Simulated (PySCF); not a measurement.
Working out the excitation energy of Ne²⁺

Ne²⁺ [He] 2s2 2p4 (3P) → Ne²⁺ [He] 2s2 2p3 3s1 (5S). Computed with PySCF 2.14 in aug-cc-pVDZ-DK, with the spin-free X2C one-electron Hamiltonian (Gaussian nucleus). Frozen: 1s2. Energies in hartree (1 hartree = 27.21139 eV):

| part | Ne²⁺ (lower) | Ne²⁺ (upper) |
| --- | --- | --- |
| UHF | -126.459842 | -125.090333 |
| MP2 opposite-spin | -0.074474 | -0.058858 |
| MP2 same-spin | -0.023187 | -0.021412 |

Task: What does Hartree-Fock give?

Result: (-125.090333) − (-126.459842) = 1.369509 hartree = 37.266 eV.

Task: What do MP2 and SCS-MP2 (6/5 opposite-spin, 1/3 same-spin) give?

Result: The opposite-spin parts differ by 0.425 eV and the same-spin parts by 0.048 eV. MP2: 37.266 + (0.425) + (0.048) = 37.739 eV. SCS-MP2: 37.266 + 1.2 × (0.425) + (0.048)/3 = 37.792 eV.

A double-zeta basis recovers only part of the correlation energy.
